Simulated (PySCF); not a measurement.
A structure optimised at r2SCAN-D4/def2-SVP, used in a PySCF frequency run:

```
C
H 1 1.1064
C 1 1.5235 2 109.87
H 3 1.1062 1 110.23 2 -60.92
H 3 1.1067 4 106.01 1 118.77
C 1 1.5516 2 108.92 3 132.84
H 6 1.1023 1 118.58 2 -33.01
H 6 1.1042 7 108.42 1 126.87
C 6 1.5457 7 118.69 8 128.08
H 9 1.1014 6 118.10 7 -96.52
H 9 1.1022 10 108.46 6 -127.77
C 9 1.5455 10 118.18 11 -127.91
H 12 1.1024 9 118.75 10 96.92
H 12 1.1037 13 108.58 9 128.38
Si 3 1.8896 4 108.06 5 115.91
H 15 1.4953 3 110.60 4 -55.04
H 15 1.4956 16 108.30 3 121.74
H 15 1.4964 16 108.51 17 117.17
```
Charge 0, spin multiplicity 1.

**Question.** Write its SMILES and formula.

**Answer.** [SiH3]CC1CCC1, C5H12Si

**Question.** What are its rotational constants (standard atomic weights)?

**Answer.** 7.1811, 1.4030, 1.2585 GHz
